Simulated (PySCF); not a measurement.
## Electron correlation in Pt (platinum, neutral)

[Xe] 4f14 5d8 6s2, high-spin 3F determinant (an excited configuration). Calculation: PySCF 2.14, in x2c-TZVPPall with one added diffuse shell each of s, p, d, f type (12s8p8d4f1g, 113 functions); scalar relativity by spin-free X2C-1e. Frozen: [Xe] 4f14; 10 electrons correlated.

MP2 pair energies summed by pair of shells (mhartree):

| pair | energy | share (%) |
| --- | --- | --- |
| 5d-5d | -186.87 | 64.8 |
| 5d-6s | -82.98 | 28.8 |
| 6s-6s | -18.75 | 6.5 |

Total MP2 correlation energy: -288.60 mhartree.

Same-spin part -96.56 and opposite-spin part -192.04 mhartree; SCS-MP2 scales them by 1/3 and 6/5 to -262.64 mhartree.
